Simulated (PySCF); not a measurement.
Frontier orbitals and the lowest excitations

C6H8N2Si.
Geometry (GFN2-xTB, Å), atoms numbered from 1 in this order:
```
atom  x, y, z in Å
N1     2.777   -2.457    0.275
C2     2.300   -1.451    0.535
C3     1.708   -0.170    0.816
C4     1.509    0.591   -0.491
N5     2.119    1.622   -0.848
C6     0.466    0.006   -1.405
C7    -0.831    0.007   -0.753
C8    -1.884    0.025   -0.167
Si9   -3.518    0.050    0.693
H10    0.734   -0.328    1.290
H11    2.362    0.384    1.496
H12    2.821    1.988   -0.210
H13    0.743   -1.024   -1.656
H14    0.425    0.601   -2.320
H15   -4.241    1.250    0.271
H16   -3.250    0.084    2.135
H17   -4.246   -1.167    0.329
```

Computed, not measured: TDDFT CAM-B3LYP/def2-SVPD, vertical, gas phase, core orbitals frozen in the response in PySCF 2.14.0, density-fitted response routines.

Frontier orbitals with the atoms that hold most of them (Löwdin shares over 4%, at most four atoms; ? is withheld):

```tsv
orbital	ε (eV)	atoms
LUMO+2	1.07	Si9 23%, C8 21%, C7 20%, H15 6%
LUMO+1	0.74	Si9 21%, C2 10%, C8 10%, C3 10%
LUMO	0.15	C4 27%, N5 26%, C3 6%, C7 5%
HOMO	-9.24	?
HOMO-1	-9.51	?
HOMO-2	-9.97	N5 31%, C7 20%, C8 18%, C4 7%
HOMO-3	-11.21	N5 43%, C4 28%, C6 5%, N1 5%
```

(1) Give the leading atoms of the HOMO.

(2) Give the leading atoms of the HOMO-1.

(3) The HOMO–LUMO gap is 9.40 eV. Where does the response calculation put the lowest singlet, and from which orbitals?

Results:

(1) N5 (bonded to C and H) 27%; C8 (bonded to C and Si) 20%; C7 (bonded to 2 C) 18%; C4 (bonded to 2 C and N) 7%. By element: carbon 45% or more, nitrogen 27% or more.

(2) C8 (bonded to C and Si) 37%; C7 (bonded to 2 C) 35%; C6 (bonded to 2 C and 2 H) 7%; Si9 (bonded to C and 3 H) 6%. By element: carbon 80% or more, silicon 6%.

(3) S1 is at 5.26 eV (f = 0.0057), 4.13 eV below the gap, made of HOMO→LUMO (62%), HOMO-2→LUMO (25%). Without the coupling terms of the response equations the lowest excitation would equal the gap.

Next come S2 at 5.98 eV (f 0.0001), HOMO-1→LUMO (35%), HOMO-1→LUMO+3 (21%), HOMO→LUMO+2 (11%); S3 at 6.28 eV (f 0.0040), HOMO→LUMO+2 (24%), HOMO-1→LUMO+3 (14%), HOMO-2→LUMO (13%); S4 at 6.37 eV (f 0.0030), HOMO-1→LUMO+2 (23%), HOMO→LUMO+2 (19%), HOMO-2→LUMO+2 (13%); S5 at 7.14 eV (f 0.017), HOMO→LUMO+1 (40%), HOMO-2→LUMO (16%), HOMO→LUMO (14%).

One conformer stands for the species.
